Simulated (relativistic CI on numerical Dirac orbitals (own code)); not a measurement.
What each ingredient does to the levels of Ni²³⁺

Base calculation: Dirac-Coulomb-Breit CI, separate exchange-only KLI orbitals for each configuration, QED by a radiative potential, unscaled Slater integrals.

CI space (outside the closed core 1s2): 2s²2p, 2s2p², 2p³, 2p²3s, 2p²3p, 2p²3d, 2s²3s, 2s²3p, 2s²3d, 2s2p3s, 2s2p3p, 2s2p3d, 2s²4s, 2s²4p, 2s²4d, 2s²4f. Levels of other configurations are missing.

Variants: (1) P86 correlation estimate; (2) QED terms removed; (3) one mean potential for all configurations. Shifts of the energy above 2s²2p ²P°1/2, in cm⁻¹, for the lowest level and the first level of each name with at least 55 % of one term (blank where a level changes its place among those of its configuration and J or its character, or is not in the variant):

| Level | Base | Δ(1) | Δ(2) | Δ(3) |
| --- | --- | --- | --- | --- |
| 2s²2p ²P°1/2 | 0 | 0 | 0 | 0 |
| 2s²2p ²P°3/2 | 163723 | +24 | -336 | +111 |
| 2s2p² ⁴P1/2 | 454042 | +2991 | +4700 | +68 |
| 2s2p² ⁴P3/2 | 535644 | +2991 | +4456 | +72 |
| 2s2p² ⁴P5/2 | 605404 | +2991 | +4334 | +76 |
| 2s2p² ²D3/2 | 848306 | +2993 | +4443 | +92 |
| 2s2p² ²D5/2 | 887673 | +2992 | +4254 | +93 |
| 2s2p² ²P1/2 | 964105 | +2994 | +4622 | +45 |
| 2s2p² ²S1/2 | 1137269 | +2993 | +4199 | +23 |
| 2s2p² ²P3/2 | 1152518 | +2996 | +4232 | +71 |
| 2p³ ⁴S°3/2 | 1425815 | +4808 | +9315 | +474 |
| 2p³ ²D°3/2 | 1589656 | +4812 | +9250 | +628 |
| 2p³ ²D°5/2 | 1634226 | +4831 | +9165 | +620 |
| 2p³ ²P°1/2 | 1792867 | +4734 | +8993 | +520 |

At this charge energies of transitions that change n are usually good to better than 1 %, and those within a shell (Δn = 0) to a few per cent.

Ionisation energy from the two ground configurations alone: base 2132.81 eV; P86 correlation estimate 2133.99 eV. The NIST ASD value (semi-empirical) is 2130.5 eV.

LS names give the leading component of a level, which can be under half, so a name can repeat, a term be missing and a line seem to break the LS rules.
